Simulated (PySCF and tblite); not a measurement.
Results of a calculation; reference values are marked as such.
**Barrier and rate of a rotation**

System: C5H9NOS2, numbered as in [CH2:1]=[CH:2][S:3][S:4][CH2:5][C:6](=[O:7])[NH:8][CH3:9].

Motion: rotation about the S3–S4 bond (torsion C2–S3–S4–C5 from 89° to 272°, rising). Level: PBE/pcSseg-1 + D3(BJ), IEF-PCM dimethylsulfoxide on GFN2-xTB stationary points, with GFN2-xTB thermal terms. Rate constants are transition-state-theory values, counting equivalent paths, without tunnelling. Programs: tblite and PySCF.

```csv
point,symmetry,E(GFN2) kcal/mol,E(DFT) kcal/mol,ZPE change kcal/mol,lowest mode cm⁻¹,dipole D
start,C1,0.0,0.0,0.00,34,4.57
saddle,C1,5.5,9.2,-0.23,51i,4.50
end,C1,1.3,1.3,-0.14,16,5.09
```

* Electronic barrier: 9.2 kcal/mol
* Barrier with zero-point energy: 8.9 kcal/mol
* ΔH‡ (298 K): 8.6 kcal/mol
* ΔS‡ (298 K, symmetry apart): -0.2 cal/(mol K)
* Paths: 1 equivalent path
* End point: a different minimum
* Mean lifetime of the start against this motion at 298 K: 360 ns
* Cost: 94 s on 1 thread of Arm Neoverse V2, shared host (rough), peak memory 0.87 GiB, launched as `OMP_NUM_THREADS=1 python ens_run.py task.json out`

```tsv
T/K	ΔG‡ kcal/mol	k s⁻¹	ΔG kcal/mol	k back s⁻¹
200	8.7	1390	0.8	1.1×10⁴
250	8.7	1.4×10⁵	0.7	6.2×10⁵
298	8.7	2.8×10⁶	0.7	8.5×10⁶
350	8.7	2.8×10⁷	0.6	6.4×10⁷
400	8.7	1.5×10⁸	0.5	2.8×10⁸
```

ΔG and ΔG‡ leave out symmetry numbers and mirror images; rates count paths: 1 out, 1 back.
